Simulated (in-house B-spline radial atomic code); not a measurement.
# BHandHLYP excitations of V⁵⁺

Method: BHandHLYP. Computed with an all-electron radial atomic-structure program (B-spline basis): linear response of the closed shell [Ne] 3s2 3p6 with the functional's adiabatic kernel; scalar-relativistic (spin-free one-electron X2C), finite nucleus, no spin-orbit coupling, no double excitations, S, P, D and F terms only. Only terms of natural parity with L up to 3 were computed.

Command:
```bash
python run_td.py task.json out
```
Settings (radii: box in bohr, nucleus in fm):
```
Z                        23
electrons                18
configuration            [Ne] 3s2 3p6
hamiltonian              x2c
method                   bhandhlyp
box_radius               16.35
rms_radius               3.6002
intervals                71
```

Time taken, with all properties: 1 s on 1 thread of Intel(R) Xeon(R) Platinum 8375C CPU @ 2.90GHz (Ice Lake), on a shared host.

The lowest states, in the order of their Tamm-Dancoff energies; the method's threshold (minus the highest occupied level) is 123.43 eV. Labels give the largest channel, * marks a mixed state, and oscillator strengths are full-response dipole values. Semilocal kernels can invert the small singlet-triplet splittings of Rydberg terms. Energies in eV:

```tsv
state	full response	Tamm-Dancoff	oscillator strength
3p → 3d 3P	38.22	38.37	-
3p → 3d 3F	38.95	39.29	-
3p → 3d 1F	42.77	42.79	-
3p → 3d 1P	54.92	57.38	3.81
3p → 4s 3P	66.18	66.20	-
3p → 4s 1P	67.24	67.29	0.261
3s → 3d 3D	70.26	70.34	-
3p → 4p 3S	73.07	73.10	-
3p → 4p 3D	74.16	74.17	-
3p → 4p 1D*	74.67	74.70	-
3s → 3d 1D*	75.31	75.42	-
3p → 4p 1S	78.33	78.61	-
3p → 4d 3P	?	?	-
3p → 4d 3F	86.13	86.14	-
3p → 4d 1F	86.62	86.62	-
3p → 4d 1P	87.50	87.68	0.0748
3p → 5s 3P	93.88	93.88	-
3p → 5s 1P	94.18	94.19	0.0733
3p → 4f 3D	94.24	94.24	-
3p → 4f 1D	?	?	-
```

(1) Where does 3p → 4f 1D lie?

(2) Where does 3p → 4d 3P lie?

(3) How large is the singlet-triplet splitting of 3p → 3d (F terms) in Tamm-Dancoff?

(4) What polarisabilities and dispersion coefficient does the method give?

## Answers

(1) At 94.95 eV in full response, 94.97 eV in Tamm-Dancoff.

(2) At 85.86 eV in full response, 85.87 eV in Tamm-Dancoff.

(3) 3.5 eV, from the unrounded values.

(4) Dipole 1.08 bohr³, quadrupole 1.131 bohr⁵, C6 1.958 hartree·bohr⁶ for two such species.
